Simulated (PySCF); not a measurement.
**P²⁺: excitation energy**

P²⁺ [Ne] 3s2 3p1 (2P) → P²⁺ [Ne] 3s1 3p2 (4P), as a difference of total energies. Calculation: PySCF 2.14, in dyall-acv3z; no relativity, point nucleus. Correlated levels: valence: [Ne] frozen; virtual orbitals above 40 to 60 times the deepest correlated orbital energy dropped. The calculations carry no spin-orbit coupling.

```
           method  excitation energy (eV)
              UHF                   5.418
    MP2 (valence)                   6.415
SCS-MP2 (valence)                   6.804
   CCSD (valence)                   6.770
CCSD(T) (valence)                   6.797
```

**Question.** How much does correlation contribute at CCSD(T) (valence)?

**Answer.** 6.797 − (5.418) = 1.379 eV, measured against UHF.

A first-order spin-orbit estimate (lowest level to lowest level, LS coupling) adds 0.005 eV.
